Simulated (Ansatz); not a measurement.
Input file for Ansatz (an electronic-structure program): R-CCSD(T)/aug-cc-pVTZ on AsH5 (a complex). The run froze 14 orbitals, filled d shells among them.

Ansatz 0.2 input:
```yaml
crystal:
  periodic: [false, false, false]
  atoms:
    - {symbol: As, position_ang: [-0.01652219, -0.20099965, -0.24595522]}
    - {symbol: H, position_ang: [-1.13293795, 0.52466262, 0.49771225]}
    - {symbol: H, position_ang: [1.05462639, 0.42673172, 0.63978478]}
    - {symbol: H, position_ang: [-0.13015301, -1.42010948, 0.66334398]}
    - {symbol: H, position_ang: [-0.24285681, 0.04842923, 4.05114946]}
    - {symbol: H, position_ang: [-0.21188945, 0.00993352, 3.30836049]}
basis:
  gaussian:
    orbitals: aug-cc-pVTZ
magnetization: {spin_polarized: false}
correlation: {method: ccsd_t, electrons: outside_noble_gas}
scf: {lower_state_search: off}
```

Program output:

```
WARN ansatz: RAYON_NUM_THREADS=1 ignored (pool sized by the plan → 1); use --threads N
Functional definition: HF
these checks for a lower state are left out or cut short: stability, starts, cluster_reference, orbital_swaps, neighbouring_geometries, increment
integrals: 0.55 GiB planned
970 factors; integrals over basis functions are off by at most 1.5e-3 eV
mean field: 0.45 GiB planned
mean field evaluation 1: about -60874.1123 eV, gradient 9.5e0 eV
mean field evaluation 2: about -60874.1282 eV, gradient 9.5e0 eV
mean field evaluation 4: about -60874.7515 eV, gradient 7.6e-1 eV
mean field evaluation 8: about -60874.7555 eV, gradient 5.8e-2 eV
mean field -60874.75552683 eV, -2237.1060032198 hartree, gradient 2.8e-6 eV, S^2 0.000000; 0 other end points of the search recorded, 0 dependent functions left out
14 core orbitals not correlated
reference -60874.75552683 eV, -2237.1060032198 hartree; 5, 5 occupied and 155, 155 virtual orbitals, 970 factors
second order -5.26311752 eV of doubles, -0.00000000 eV of singles
coupled cluster: 1.20 GiB planned
cycle   1  -5.92524793 eV  change   -6.6e-1 eV  update   6.2e-2
cycle   2  -6.18480324 eV  change   -2.6e-1 eV  update   2.2e-2
cycle   3  -6.19952815 eV  change   -1.5e-2 eV  update   5.9e-3
cycle   4  -6.19769324 eV  change    1.8e-3 eV  update   2.1e-3
cycle   5  -6.19697590 eV  change    7.2e-4 eV  update   5.8e-4
cycle   6  -6.19689873 eV  change    7.7e-5 eV  update   1.8e-4
cycle   7  -6.19692792 eV  change   -2.9e-5 eV  update   6.1e-5
cycle   8  -6.19693630 eV  change   -8.4e-6 eV  update   2.1e-5
cycle   9  -6.19693463 eV  change    1.7e-6 eV  update   7.6e-6
perturbative correction -0.17277433 eV, -0.0063493395 hartree
Total energy: -60881.12523579 eV, -2237.3400857065 hartree
Checks for a lower state left out: stability, starts, cluster_reference, orbital_swaps, neighbouring_geometries, increment
```

The calculation finished and met its thresholds.

Cost: around 10 core-seconds (rough).
